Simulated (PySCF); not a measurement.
Species: C₂H₄BCl.
Atom-mapped SMILES: `[BH2:1][C:2](=[CH2:3])[Cl:4]` (hydrogens: H5, H6 on B1; H7, H8 on C3)

Cartesian coordinates in Å at the PBE0-D3(BJ)/def2-SVP level; atoms count from 1:
```xyz
8
C2H4BCl angstrom
B      2.039    2.234    0.996
C      0.520    2.246    0.722
C     -0.549    1.546    0.374
Cl     0.446    3.992    1.094
H      2.805    2.485    0.098
H      2.438    2.034    2.117
H     -0.435    0.480    0.160
H     -1.543    1.992    0.291
```

Jobs on this species (8 atoms, 38 electrons) with PySCF (density fitting). Hardware of each: one thread, Arm Neoverse V1 (aarch64) (shared host). Times come from a shared host and carry two figures at best. Peak memory is the resident size of the whole Python process, interpreter and libraries included.

```tsv
level and settings	work	basis functions	SCF cycles	wall time	peak memory
PBE0-D3(BJ)/def2-SVP, grid level 1	geometry optimisation from a GFN2-xTB start shaken at random	80	?	?	?
delta-SCF UKS HF, pcX-2 on the ionised atom, pcseg-1 elsewhere, spin-free X2C	ΔSCF core ionisation, 5 holes	122	84	9.9 s	0.43 GiB
delta-SCF UKS SCAN, def2-TZVP on the ionised atom, pcseg-1 elsewhere, spin-free X2C	ΔSCF core ionisation, 5 holes	99	81	15 s	0.43 GiB
delta-SCF UKS SCAN, pcX-1 on the ionised atom, pcseg-1 elsewhere, spin-free X2C	ΔSCF core ionisation, 5 holes	102	83	13 s	0.43 GiB
delta-SCF UKS SCAN, pcX-2 on the ionised atom, pcseg-1 elsewhere, non-relativistic	ΔSCF core ionisation, 5 holes	122	85	17 s	0.43 GiB
delta-SCF UKS B3LYP, pcX-2 on the ionised atom, pcseg-1 elsewhere, spin-free X2C	ΔSCF core ionisation, 5 holes	122	73	17 s	0.43 GiB
delta-SCF UKS PBE, pcX-2 on the ionised atom, pcseg-1 elsewhere, spin-free X2C	ΔSCF core ionisation, 5 holes	122	77	9.9 s	0.43 GiB
delta-SCF UKS PBE0, pcX-2 on the ionised atom, pcseg-1 elsewhere, spin-free X2C	ΔSCF core ionisation, 5 holes	122	71	16 s	0.43 GiB
delta-SCF UKS SCAN, pcX-2 on the ionised atom, pcseg-1 elsewhere, spin-free X2C	ΔSCF core ionisation, 5 holes	122	82	17 s	0.38 GiB
```

Q: Fill in the missing figures.

A: 
- PBE0-D3(BJ)/def2-SVP, grid level 1; geometry optimisation from a GFN2-xTB start shaken at random: 18 s, 0.34 GiB, 60 SCF cycles

Q: What do all jobs in the table cost together?

A: About 2.2 min; the longest takes about 14 % of that, and about 1.8 times as long as the shortest.
